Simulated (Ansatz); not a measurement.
Stepwise reaction of `C[O][GeH]([SH])[O]C` with hydrogen chloride, as a gas-phase model of exchange steps in deposition or etching. ΔE in kJ/mol.

Isolated molecules relaxed with PBE0-D4/def2-TZVP in Ansatz; ΔE leaves out vibrations. CBS: MP2 limit from def2 TZ/QZ plus the TZ coupled-cluster correction, frozen cores. This one scheme is used for every species. Functionals use def2-TZVPP. B3LYP here is the variant with VWN-RPA as its local correlation; programs differ in this. For Ge outer-core shells are correlated without core-valence functions, which leaves a few kJ/mol of doubt a bond. Scalar relativity is left out up to krypton. One conformer a species, not always the lowest.

```tsv
step	reaction	PBE-D4	B3LYP-D4	ωB97M-V	CCSD(T)/CBS
1	`C[O][GeH]([SH])[O]C` + HCl → `C[O][GeH]([SH])[Cl]` + CH₃OH	-44.2	-40.5	-40.3	-36.8
```

Question: Give the row of step 2, `C[O][GeH]([SH])[Cl]` + HCl → `[SH][GeH]([Cl])[Cl]` + CH₃OH. (An estimate is asked.)

Answer: Computed: 
```json
{"step": "2", "reaction": "`C[O][GeH]([SH])[Cl]` + HCl → `[SH][GeH]([Cl])[Cl]` + CH₃OH", "PBE-D4": "-30.9", "B3LYP-D4": "-28.4", "ωB97M-V": "-28.9", "CCSD(T)/CBS": "-26.0"}
```

Question: By hand: ΔE of the 2 steps together at CCSD(T)/CBS.

Answer: (-36.8) + (-26.0) = -62.8 kJ/mol, or -31.4 kJ/mol a step.

In ΔE each step is higher than the one before. All are downhill at CCSD(T)/CBS. PBE-D4 differs from CCSD(T)/CBS by -7.4 to -4.9 kJ/mol a step. Isolated molecules leave out the surface, adducts and barriers. Largest T1 diagnostic: 0.012.
